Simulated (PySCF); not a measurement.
Computed shifts of a molecule CH4N2OSi, PBE0/pcSseg-1 in PySCF, GIAO, gas phase, atoms alike by connectivity averaged where their shifts nearly agree, in ppm (number of nuclei): ¹⁵N: 55.6 (1), 29.8 (1). ²⁹Si: -59.1 (1). ¹³C: 127.1 (1). ¹H: 5.01 (2), 1.27 (2). References: ¹⁵N against NH3 (σ = 267.4 ppm); ²⁹Si against TMS (σ = 352.7 ppm); ¹³C against TMS (σ = 186.3 ppm); ¹⁷O against H2O (σ = 334.2 ppm); ¹H against TMS (σ = 31.56 ppm), references at their B3LYP-D3(BJ)/def2-TZVP geometries, non-relativistic. The structure is a stationary point at PBE0-D3(BJ)/def2-SVP. The values are those of a single conformer.

Question: Identify the compound among the candidates.
A. N[SiH2]N=C=O
B. N#CO[SiH2]N
C. N[Si@H]1N=CO1

Answer: A, N[SiH2]N=C=O
